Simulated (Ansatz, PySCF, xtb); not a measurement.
Reaction (SMILES): O=BOB=O + 2 B (BH3) + O (H2O) -> 2 B=O (HBO) + 2 BO (H3BO)
Geometries: B3LYP-D3(BJ)/def2-TZVP minima from Ansatz (an electronic-structure program), one conformer each, not searched for the lowest. Frequencies are from Ansatz or PySCF.
Geometry of the first species:
SMILES: O=BOB=O
```xyz
5

O     -2.3578    -0.3880    -0.4469
B     -1.2349     0.0007    -0.2404
O     -0.0192     0.4735    -0.0184
B      1.2301     0.1191     0.2357
O      2.3800    -0.1604     0.4682
```

Quantity: bond separation energy (enthalpy at 298 K, with B3LYP-D3(BJ) rigid-rotor harmonic-oscillator terms), in kJ/mol. Cores are frozen in the correlated levels unless marked. Spin-orbit coupling is left out. Non-relativistic unless marked X2C. CBS(X,Y): correlation extrapolated as X^-3; Hartree-Fock from the larger set. [CCSD(T)-MP2]/basis is that difference in the basis named.

```json
[
 {"level": "GFN2-xTB", "program": "xtb", "bond separation energy (kJ/mol)": "-70.8"}
]
```

Q: Estimate the value at RI-MP2/CBS(aug-cc-pVTZ,aug-cc-pVQZ)+[CCSD(T)-MP2]/aug-cc-pVTZ as computed with Ansatz.

A: -156.1 kJ/mol
